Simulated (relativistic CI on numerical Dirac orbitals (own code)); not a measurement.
# From line strength to rate: Co+ 2314.06 Å (air)

Problem. For 3d⁷4s ⁵F2 – 3d⁷4p ⁵G°3 of Co+ a semi-empirical relativistic CI calculation gives the line strength S = 14.56 e²a₀² in the length gauge. The measured levels are 4950.06 and 48150.94 cm⁻¹ (NIST Handbook). Find gf, f, A and the partial lifetime.

Working.
1. σ = 48150.94 − 4950.06 = 43200.88 cm⁻¹, so the vacuum wavelength is 10⁸/σ = 2314.77 Å.
2. gf = 303.756 S/λ(Å) = 1.911, log gf = 0.281; with g = 5 for the lower level, f = 0.382.
3. A = 2.02613 × 10¹⁸ S/(g_u λ³) with g_u = 7: A = 3.40 × 10^8 s⁻¹.
4. The partial lifetime for this S is 1/A = 2.94 ns; in the calculation this line carries 87 % of the decay of the upper level.

Check. The Handbook lists A = 2.80 × 10^8 s⁻¹, a tabulated value with its own uncertainty (a few per cent for the best lines, 25 % or more for others); ours lies 21 % above it. The velocity form of the same calculation gives S = 15.4, and the gap between the two forms is a rough gauge of the error in S. With the computed energy (41153 cm⁻¹) in place of the measured one the rate would change by the factor (σ_calc/σ)³ = 0.86.
